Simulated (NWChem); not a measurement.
System: TiH₂Br₂; SMILES [Br][TiH2][Br]

Input file for NWChem:

```
start job
memory heap 200 mb stack 900 mb global 1100 mb
geometry units angstroms noautoz
  Ti     0.000000     0.000000    -0.890230
  Br     2.016560     0.000000     0.235598
  Br    -2.016560     0.000000     0.235598
  H      0.000000    -1.343152    -1.879822
  H      0.000000     1.343152    -1.879822
end
basis spherical
  * library def2-svpd
end
dft
  xc xpbe96 cpbe96
  iterations 150
end
tddft
  cis
  nroots 6
  notriplet
end
task tddft energy
```

Geometry: optimised at PBE0/def2-SVP.

Vertical excitations in the gas phase.

Predict the main results of this run. (PBE/def2-SVPD, TDA.) Quantities: lowest excitation, singlet (eV); oscillator strength of that lowest state; orbital gap (eV).

The lowest excitation, singlet (eV) comes out as 3.14 and the oscillator strength of that lowest state is 0.000. The orbital gap (eV) is 3.12.
